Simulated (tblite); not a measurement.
Run record: tight-binding relaxation, `C[C@@H](C(F)F)C(C)(C)F`.

Computed with GFN2-xTB geometry optimisation, gas phase (tblite 0.8.0). Start geometry: from a force field or distance geometry. The command runs a driver script over a list of jobs; the input below is this job's line of settings and its coordinates in Å.

Command:
```bash
OMP_NUM_THREADS=1 python probes_run.py task.json out
```

Input:
```
{"job": {"kind": "relax", "xc": "GFN2-xTB", "basis": "xTB"}, "charge": 0, "multiplicity": 1}
C      1.110500    -0.676100     1.194400
C      0.678100     0.484400     0.268700
C      1.697200     0.640300    -0.853200
F      2.906300     0.954600    -0.345100
F      1.844100    -0.525300    -1.521200
C     -0.759800     0.357500    -0.267200
C     -1.792300     0.398700     0.855300
C     -1.010100    -0.842800    -1.161000
F     -0.974000     1.474600    -1.025900
H      2.114800    -0.516800     1.575500
H      1.086500    -1.636400     0.671100
H      0.442600    -0.752400     2.069400
H      0.734400     1.403700     0.882400
H      1.417600     1.428700    -1.568400
H     -1.775100    -0.501200     1.474700
H     -2.804100     0.503800     0.456000
H     -1.629800     1.266500     1.510900
H     -0.833500    -1.800700    -0.651400
H     -2.058000    -0.843200    -1.502300
H     -0.400700    -0.807000    -2.065600
```

Q: Estimate the output.

A: 
```
step      E/eV     max force
  0    -889.11334    1.112
  1    -889.17172    0.423
  2    -889.18173    0.187
  3    -889.18563    0.140
  4    -889.18938    0.141
  5    -889.19163    0.122
  6    -889.19325    0.096
  7    -889.19452    0.080
  8    -889.19552    0.072
  9    -889.19609    0.045
... (25 lines left out)
 35    -889.20498    0.018
 36    -889.20505    0.020
 37    -889.20511    0.017
 38    -889.20518    0.018
 39    -889.20523    0.017
 40    -889.20528    0.017
 41    -889.20533    0.014
 42    -889.20537    0.015
 43    -889.20540    0.013
 44    -889.20543    0.010
```

«max force» is the largest atomic force in eV/Å.

Q: From which step on does the largest force stay under 0.1 eV/Å, and how much energy is left to gain from there?

A: From step 6 (0.096 eV/Å), 12.2 meV above the end.

Main results: energy lowered by 2.1 kcal/mol over 44 steps; largest atomic force 0.010 eV/Å at the end.

Q: Give the final coordinates.

A: 0.073 Å rms from the input after alignment:
```
atom  x, y, z in Å
C1     1.0927   -0.7064    1.1880
C2     0.6720    0.4550    0.2908
C3     1.6769    0.6269   -0.8512
F4     2.8487    1.1091   -0.3654
F5     1.9886   -0.5500   -1.4479
C6    -0.7708    0.3527   -0.2480
C7    -1.7979    0.4121    0.8781
C8    -1.0159   -0.8406   -1.1620
F9    -0.9633    1.5082   -1.0213
H10    2.1098   -0.5378    1.5346
H11    1.0721   -1.6454    0.6416
H12    0.4423   -0.7814    2.0542
H13    0.7311    1.3897    0.8613
H14    1.3295    1.3203   -1.6306
H15   -1.7937   -0.5117    1.4470
H16   -2.7870    0.5557    0.4498
H17   -1.5877    1.2477    1.5413
H18   -0.8664   -1.7678   -0.6188
H19   -2.0397   -0.8080   -1.5272
H20   -0.3463   -0.8177   -2.0171
```

On one thread, Arm Neoverse N1 (aarch64), shared host with 64 logical CPUs at a one-minute load of 43, this took 0.44 s of wall time.
Labels such as C1 count atoms from 1, the log's own numbers from 0.
